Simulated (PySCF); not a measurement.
PySCF 2.14 output of an unrestricted r2SCAN calculation on a single atom or ion in def2-TZVPPD (6s6p4d2f1g, 67 functions), with no relativity, point nucleus:

```
SCF conv_tol = 1e-09
number electrons alpha = 13  beta = 9
    J. W. Furness, A. D. Kaplan, J. Ning, J. P. Perdew, and J. Sun.,  J. Phys. Chem. Lett. 11, 8208-8215 (2020)
    J. W. Furness, A. D. Kaplan, J. Ning, J. P. Perdew, and J. Sun.,  J. Phys. Chem. Lett. 11, 9248-9248 (2020)
    J. W. Furness, A. D. Kaplan, J. Ning, J. P. Perdew, and J. Sun.,  J. Phys. Chem. Lett. 11, 8208-8215 (2020)
    J. W. Furness, A. D. Kaplan, J. Ning, J. P. Perdew, and J. Sun.,  J. Phys. Chem. Lett. 11, 9248-9248 (2020)
cycle= 1 E= -849.240460116433  delta_E= -0.00867  |g|= 0.0128  |ddm|= 0.256
cycle= 2 E= -849.240668858772  delta_E= -0.000209  |g|= 0.00947  |ddm|= 0.0738
cycle= 3 E= -849.240727929116  delta_E= -5.91e-05  |g|= 0.00284  |ddm|= 0.0195
cycle= 4 E= -849.240768508087  delta_E= -4.06e-05  |g|= 0.00343  |ddm|= 0.0366
cycle= 5 E= -849.240786268459  delta_E= -1.78e-05  |g|= 0.00103  |ddm|= 0.031
cycle= 6 E= -849.240787127402  delta_E= -8.59e-07  |g|= 0.00018  |ddm|= 0.00467
cycle= 7 E= -849.240787254678  delta_E= -1.27e-07  |g|= 0.000156  |ddm|= 0.00239
cycle= 8 E= -849.240787277573  delta_E= -2.29e-08  |g|= 2.5e-05  |ddm|= 0.000955
cycle= 9 E= -849.240787278115  delta_E= -5.42e-10  |g|= 2.18e-06  |ddm|= 0.000138
converged SCF energy = -849.240787278115  <S^2> = 6.0008748  2S+1 = 5.0003499
```

The run itself started from symmetry-adapted Hartree-Fock orbitals and held the occupation by maximum overlap, on a logarithmic radial grid, so the iterations belong to that start.

Problem. Which element, charge and spin multiplicity is this?

Solution. Ti (titanium, neutral), multiplicity 5; the state was [Ar] 3d2 4s1 4p1, one real determinant (an excited configuration).

⟨L²⟩ = 13.91 against 20 for a pure G term, so this real determinant mixes terms.
